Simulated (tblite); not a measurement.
Compound: C₆H₃N.
SMILES with atom numbers: `[CH3:1][C:2]#[C:3][C:4]#[C:5][C:6]#[N:7]` (hydrogens: H8, H9, H10 on C1)

Computed with GFN2-xTB (tblite), gas phase: L-BFGS steps from a force-field or distance-geometry start until the largest atomic force falls under 0.01 eV/Å.

Step 3: E = -465.7843 eV
```
atom  x, y, z in Å  |  force x, y, z in eV/Å
C1     -2.0460    0.6297   -1.3925    0.945  -0.317   0.567
C2     -0.8992    0.2777   -0.4695    0.123  -0.038   0.123
C3      0.0338   -0.0085    0.2839   -0.619   0.190  -0.489
C4      1.0909   -0.3331    1.1410   -3.755   1.156  -3.054
C5      1.9842   -0.6106    1.8695    3.292  -1.017   2.673
C6      3.0434   -0.9356    2.7251   -4.047   1.241  -3.264
N7      3.8925   -1.1948    3.4073    2.948  -0.902   2.375
H8     -1.8165    1.4917   -2.0376    0.307  -0.249   0.387
H9     -2.3104   -0.1984   -2.0699    0.402   0.055   0.412
H10    -2.9639    0.8867   -0.8511    0.404  -0.119   0.270
```

Step 4: E = -465.8616 eV
```
atom  x, y, z in Å  |  force x, y, z in eV/Å
C1     -2.0255    0.6232   -1.3778    0.652  -0.209   0.458
C2     -0.8814    0.2719   -0.4542   -1.078   0.332  -0.864
C3      0.0428   -0.0107    0.2911   -0.112   0.028  -0.078
C4      1.0778   -0.3302    1.1314   -1.598   0.495  -1.301
C5      1.9914   -0.6123    1.8740   -0.601   0.185  -0.483
C6      2.9865   -0.9177    2.6792    4.151  -1.272   3.334
N7      3.8882   -1.1938    3.4040   -2.857   0.874  -2.290
H8     -1.8117    1.4869   -2.0311    0.389  -0.290   0.465
H9     -2.3036   -0.1970   -2.0630    0.486   0.027   0.478
H10    -2.9556    0.8843   -0.8473    0.568  -0.169   0.280
```

Step 5: E = -466.0026 eV
```
atom  x, y, z in Å  |  force x, y, z in eV/Å
C1     -2.0291    0.6241   -1.3816    0.352  -0.109   0.273
C2     -0.9044    0.2792   -0.4733   -0.232   0.069  -0.179
C3      0.0229   -0.0052    0.2753   -0.306   0.093  -0.239
C4      1.0590   -0.3235    1.1153    0.674  -0.214   0.554
C5      1.9934   -0.6133    1.8767   -1.104   0.345  -0.905
C6      3.0277   -0.9308    2.7124    0.015   0.001   0.001
N7      3.9055   -1.1988    3.4179   -0.602   0.181  -0.478
H8     -1.8098    1.4865   -2.0294    0.337  -0.211   0.361
H9     -2.3018   -0.1976   -2.0613    0.399  -0.016   0.367
H10    -2.9546    0.8839   -0.8457    0.468  -0.139   0.245
```

Step 6: E = -466.0506 eV
```
atom  x, y, z in Å  |  force x, y, z in eV/Å
C1     -2.0175    0.6206   -1.3725    0.126  -0.037   0.104
C2     -0.9016    0.2782   -0.4706   -0.089   0.026  -0.069
C3      0.0247   -0.0055    0.2769   -0.356   0.106  -0.278
C4      1.0591   -0.3240    1.1159   -0.274   0.083  -0.220
C5      1.9821   -0.6096    1.8669   -0.153   0.050  -0.128
C6      3.0155   -0.9268    2.7024   -0.490   0.152  -0.404
N7      3.8875   -1.1934    3.4036    0.046  -0.016   0.043
H8     -1.8032    1.4816   -2.0218    0.365  -0.161   0.334
H9     -2.2935   -0.1973   -2.0535    0.394  -0.073   0.336
H10    -2.9443    0.8809   -0.8410    0.430  -0.130   0.282
```

**Question.** Estimate the geometry and energy of step 7. (The exact step hangs on the optimiser's Hessian estimate; all steps are aligned on step 6, rigid shifts and turns removed.)

**Answer.** E = -466.1032 eV, largest force 1.066 eV/Å
```
atom  x, y, z in Å  |  force x, y, z in eV/Å
C1     -1.9987    0.6148   -1.3575   -0.178   0.058  -0.130
C2     -0.8987    0.2771   -0.4676   -0.326   0.101  -0.266
C3      0.0207   -0.0041    0.2740    0.044  -0.020   0.045
C4      1.0486   -0.3216    1.1082   -0.803   0.251  -0.654
C5      1.9642   -0.6036    1.8513    0.442  -0.135   0.360
C6      2.9920   -0.9192    2.6830   -0.519   0.158  -0.427
N7      3.8611   -1.1856    3.3826    0.377  -0.116   0.309
H8     -1.7861    1.4713   -2.0039    0.385  -0.004   0.208
H9     -2.2734   -0.1985   -2.0353    0.325  -0.213   0.203
H10    -2.9208    0.8739   -0.8284    0.253  -0.080   0.352
```

The energy changes by -0.0527 eV. The first-order estimate −F·Δx gives -0.0767 eV and the mean of the old and new forces, exact on a quadratic surface, -0.0523 eV. The step makes an angle of 39° with the force vector and moves no atom by more than 0.035 Å.

What follows is the cost of the whole relaxation. The run took under 0.1 s of wall time on an Arm Neoverse V1 with one thread, shared host with 32 logical CPUs at a one-minute load of 12.
